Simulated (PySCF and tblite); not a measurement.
The numbers below are computed, except where a source is named.
System: 1-cyanocyclopropanecarboxylic acid, C5H5NO2, numbered as in [N:1]#[C:2][C:3]1([C:4](=[O:5])[OH:6])[CH2:7][CH2:8]1.

Motion: rotation about the C4–O6 bond (torsion C3–C4–O6–H from 180° to 360°, rising). GFN2-xTB gives an electronic barrier of 12.9 kcal/mol and a reaction energy of 5.0 kcal/mol.

revPBE/pcSseg-1 + D3(BJ), IEF-PCM chloroform on GFN2-xTB geometries gives 11.6 kcal/mol and k(298 K) = 2.5×10⁵ s⁻¹.

Task: What does PBE0/IGLO-II + D3(BJ) give on GFN2-xTB geometries?

Result: A barrier of 12.1 kcal/mol, 0.5 above the first DFT barrier (from unrounded values), a reaction energy of 2.7 kcal/mol and, with GFN2-xTB thermal terms, ΔG‡(298 K) = 11.0 kcal/mol and k = 1.1×10⁵ s⁻¹ (2 equivalent paths).

Programs: tblite and PySCF.
